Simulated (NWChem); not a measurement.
C3H9Si cation

```xyz
13

C      1.6115     0.8968    -0.0016
Si    -0.0001    -0.0001     0.0006
C     -0.0291    -1.8441     0.0004
C     -1.5824     0.9474     0.0015
H      2.4723     0.2228    -0.0318
H      1.6871     1.5303     0.8948
H      1.6610     1.5812    -0.8609
H      0.4964    -2.2267    -0.8871
H     -1.0435    -2.2527     0.0155
H      0.5248    -2.2288     0.8693
H     -2.1689     0.6952    -0.8946
H     -2.2001     0.6494     0.8612
H     -1.4289     2.0299     0.0303
```
Atoms are numbered in this order, from 1.

Level: B3LYP/6-31G* (spherical d) (NWChem), optimised geometry, unscaled harmonic frequencies. 

```
frequency (cm⁻¹)  IR intensity (km/mol)
----------------  ---------------------
40                                  0.0
40                                  0.0
73                                  1.6
214                                 2.7
214                                 2.7
219                                 2.1
595                                 0.0
669                                 0.0
669                                 0.0
734                                 0.0
758                                11.8
758                                11.8
868                                78.6
923                               129.6
923                               129.6
1334                               70.8
1334                               70.9
1342                                0.0
1450                                0.9
1450                                0.6
1451                               10.3
1451                                9.7
1457                               34.3
1458                                4.6
3032                               33.8
3032                               33.8
3036                                0.0
3090                               17.5
3091                                1.5
3091                                0.1
3155                                5.7
3155                                5.7
3156                                0.1
```

- zero-point energy: 69.0 kcal/mol
- thermal correction to the enthalpy at 298.15 K (with zero-point energy): 74.5 kcal/mol
- heat capacity Cv: 24.8 cal/(mol K)
- entropy at 298.15 K and 1 atm (symmetry number 1): 87.5 cal/(mol K)

Rigid rotor and harmonic oscillator; modes under 100 cm⁻¹ make the entropy uncertain.
